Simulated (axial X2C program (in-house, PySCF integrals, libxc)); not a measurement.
## Outer orbitals of PbSi⁺ at 2.646 Å, BHandHLYP

Computed with an in-house relativistic program for diatomic molecules. Spin-free means the one-electron spin-free X2C Hamiltonian; two-component (2c) means X2C with spin–orbit coupling and atomic mean-field two-electron Coulomb and Gaunt terms, so the difference of the two also holds small scalar two-electron terms. Basis: Pb dyall-cv3z [12s14p10d7f1g], Si dyall-v3z [8s7p2d1f] (cores contracted in-house); Gaussian nuclei, density fitting, unrestricted open shells. Masses: Pb 207.977 u, Si 27.977 u.

The distance is close to the 2c PBE0 minimum; the highest filled and lowest empty levels are listed.

Spin-free orbitals, state M_S = 3/2, Λ = 0 (beyond evenly filled blocks: σα, π+α, π-α) (Löwdin shares):

```
symmetry  occupied  ε (eV)              atomic character
      σα       yes  -32.16                      99% Pb d
     δ-α       yes  -32.11                     100% Pb d
     δ+α       yes  -32.11                     100% Pb d
     π-α       yes  -32.08                     100% Pb d
     π+α       yes  -32.08                     100% Pb d
     δ-β       yes  -31.99                     100% Pb d
     δ+β       yes  -31.99                     100% Pb d
      σβ       yes  -31.96                      99% Pb d
     π-β       yes  -31.90                     100% Pb d
     π+β       yes  -31.90                     100% Pb d
      σα       yes  -22.46   55% Pb s, 30% Si s, 7% Si p
      σβ       yes  -20.51   68% Pb s, 20% Si s, 7% Si p
      σα       yes  -18.80  49% Si s, 29% Pb s, 12% Pb p
      σβ       yes  -16.72  60% Si s, 18% Pb s, 13% Pb p
      σα       yes  -12.83   51% Si p, 38% Pb p, 5% Si s
     π+α       yes  -11.97   56% Si p, 38% Pb p, 3% Pb d
     π-α       yes  -11.97   56% Si p, 38% Pb p, 3% Pb d
      σβ        no   -8.13   47% Si p, 43% Pb p, 6% Si s
     π+β        no   -7.81            63% Pb p, 34% Si p
     π-β        no   -7.81            63% Pb p, 34% Si p
     π+α        no   -7.15   56% Pb p, 36% Si p, 3% Pb d
     π-α        no   -7.15   56% Pb p, 36% Si p, 3% Pb d
```

Spinors with spin–orbit coupling (state Ω = 3/2):

| ω | occupied | ε (eV) | atomic character | λ mixture |
| --- | --- | --- | --- | --- |
| -3/2 | yes | -33.16 | 100% Pb d | 82% δ, 18% π |
| -1/2 | yes | -33.10 | 100% Pb d | 61% π, 39% σ |
| 3/2 | yes | -33.08 | 100% Pb d | 80% δ, 20% π |
| 1/2 | yes | -33.07 | 100% Pb d | 56% π, 44% σ |
| 5/2 | yes | -30.51 | 100% Pb d | 100% δ |
| 3/2 | yes | -30.45 | 100% Pb d | 80% π, 20% δ |
| 1/2 | yes | -30.44 | 99% Pb d | 56% σ, 44% π |
| -5/2 | yes | -30.43 | 100% Pb d | 100% δ |
| -1/2 | yes | -30.40 | 99% Pb d | 61% σ, 39% π |
| -3/2 | yes | -30.36 | 100% Pb d | 82% π, 18% δ |
| 1/2 | yes | -22.11 | 50% Pb s, 35% Si s, 6% Si p | 100% σ |
| -1/2 | yes | -20.58 | 62% Pb s, 24% Si s, 7% Si p | 100% σ |
| 1/2 | yes | -18.58 | 45% Si s, 34% Pb s, 10% Pb p | 100% σ |
| -1/2 | yes | -16.99 | 55% Si s, 23% Pb s, 12% Pb p | 100% σ |
| 1/2 | yes | -12.70 | 45% Si p, 44% Pb p, 5% Si s | 90% σ, 10% π |
| -1/2 | yes | -12.42 | 60% Pb p, 32% Si p, 2% Si d | 74% π, 26% σ |
| 3/2 | yes | -12.07 | 77% Si p, 17% Pb p, 4% Pb d | 100% π |
| 1/2 | no | -8.10 | 59% Pb p, 37% Si p | 90% π, 10% σ |
| -1/2 | no | -8.09 | 60% Si p, 31% Pb p, 4% Si s | 66% σ, 34% π |
| -3/2 | no | -7.63 | 52% Si p, 44% Pb p, 2% Pb d | 100% π |
| -1/2 | no | -7.12 | 49% Si p, 42% Pb p, 4% Pb d | 89% π, 11% σ |

Task: How does the gap between the highest filled and lowest empty level change from the spin-free to the 2c table?

Result: From 3.84 to 3.97 eV at BHandHLYP, a change of 0.13 eV.

Mulliken charges and populations of the two-component result (they depend on the basis, above all on diffuse functions):

Pb 0.71 e (s 11.91 p 25.34 d 30.03 f 14.01), Si 0.29 e (s 5.95 p 7.69 d 0.06 f 0.01). ⟨Lz⟩ = 0.35 ħ and ⟨Sz⟩ = 1.15 ħ (0.41 and 0.74 on the two atoms), which add up to Ω.

One determinant describes the state; a PBE0 search over occupations chose it and may have missed a lower one. Density functionals use the spin component along the axis (collinear). PBE0 can misorder states that lie within some tenths of an eV, so this need not be the ground state of the molecule. The nearest other spin-free determinant of the search, M_S = 1/2, Λ = 0, lies 0.40 eV up at the distance of the search. The functionals have no current-density term, which raises determinants with orbital currents, atoms included. With several unpaired electrons one determinant need not be a pure state.
